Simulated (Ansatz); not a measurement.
tetraphenylgermane, `c1cc[c]([Ge]([c]2ccccc2)([c]2ccccc2)[c]2ccccc2)cc1`, relaxed as a singlet with RKS PBE-D4/def2-SVP in Ansatz, starting from the GFN2-xTB geometry. Force threshold 0.03 eV/Å.

Single mean-field runs in def2-SVP are fitted with def2-universal-jkfit.

Start:

Cartesian coordinates in Å:
```
C -2.356 3.077 -2.772
C -0.973 3.115 -2.711
C -0.291 2.213 -1.914
C -0.978 1.263 -1.169
Ge 0.000 0.000 -0.001
C 0.384 0.873 1.732
C 0.613 0.114 2.873
C 0.909 0.722 4.080
C 0.979 2.103 4.160
C 0.754 2.870 3.029
C 0.459 2.256 1.825
C 1.700 -0.523 -0.864
C 1.769 -0.702 -2.240
C 2.949 -1.097 -2.843
C 4.079 -1.318 -2.073
C 4.022 -1.142 -0.701
C 2.839 -0.746 -0.103
C -1.107 -1.613 0.300
C -2.090 -1.624 1.282
C -2.881 -2.742 1.477
C -2.701 -3.864 0.687
C -1.726 -3.864 -0.296
C -0.935 -2.744 -0.486
C -2.365 1.234 -1.239
C -3.051 2.135 -2.033
H -2.890 3.777 -3.398
H -0.427 3.849 -3.287
H 0.791 2.238 -1.871
H 0.549 -0.965 2.812
H 1.079 0.120 4.961
H 1.207 2.580 5.102
H 0.806 3.948 3.089
H 0.275 2.856 0.943
H 0.888 -0.519 -2.842
H 2.992 -1.230 -3.915
H 5.003 -1.622 -2.543
H 4.903 -1.311 -0.099
H 2.798 -0.598 0.968
H -2.226 -0.748 1.905
H -3.642 -2.738 2.246
H -3.315 -4.739 0.841
H -1.583 -4.738 -0.915
H -0.169 -2.747 -1.250
H -2.908 0.492 -0.667
H -4.130 2.101 -2.079
```

Task: Estimate the energy that the relaxation releases and the steps that it takes.

Result: 9.6 kcal/mol, in 5 steps; 13 s on 2 threads of AMD EPYC 7R13 on a shared host and a share (18 GiB) of an NVIDIA H100 80GB HBM3. No frequencies were taken in this run, so the end may be a saddle point.

Task: Does the start keep its bonding and symmetry?

Result: By distances, no bond broke or formed. The bond that changes most is C6–C7, from 1.39 to 1.41 Å (atoms count from 1).

Task: Predict the relaxed structure.

Result: 
```xyz
45

C    -2.355    3.099   -2.792
C    -0.954    3.143   -2.718
C    -0.264    2.223   -1.913
C    -0.964    1.248   -1.170
Ge    0.000    0.001    0.000
C     0.371    0.862    1.724
C     0.618    0.085    2.877
C     0.925    0.698    4.102
C     0.986    2.098    4.191
C     0.737    2.882    3.053
C     0.431    2.267    1.829
C     1.687   -0.509   -0.864
C     1.748   -0.705   -2.260
C     2.944   -1.111   -2.876
C     4.095   -1.323   -2.102
C     4.049   -1.126   -0.712
C     2.853   -0.720   -0.099
C    -1.095   -1.599    0.309
C    -2.103   -1.600    1.297
C    -2.915   -2.729    1.492
C    -2.726   -3.875    0.703
C    -1.723   -3.888   -0.280
C    -0.913   -2.758   -0.474
C    -2.371    1.211   -1.258
C    -3.063    2.131   -2.062
H    -2.897    3.819   -3.425
H    -0.395    3.897   -3.294
H     0.837    2.259   -1.871
H     0.561   -1.014    2.821
H     1.114    0.080    4.994
H     1.224    2.580    5.153
H     0.780    3.980    3.121
H     0.228    2.892    0.944
H     0.853   -0.531   -2.880
H     2.978   -1.259   -3.967
H     5.034   -1.639   -2.583
H     4.952   -1.287   -0.102
H     2.829   -0.560    0.991
H    -2.252   -0.710    1.931
H    -3.696   -2.717    2.268
H    -3.360   -4.762    0.857
H    -1.569   -4.787   -0.898
H    -0.122   -2.782   -1.241
H    -2.935    0.449   -0.695
H    -4.162    2.090   -2.122
```
Bond lengths: 24 × C–C 1.40 to 1.41 Å; 4 × C–Ge 1.96 Å; 20 × C–H 1.10 Å.
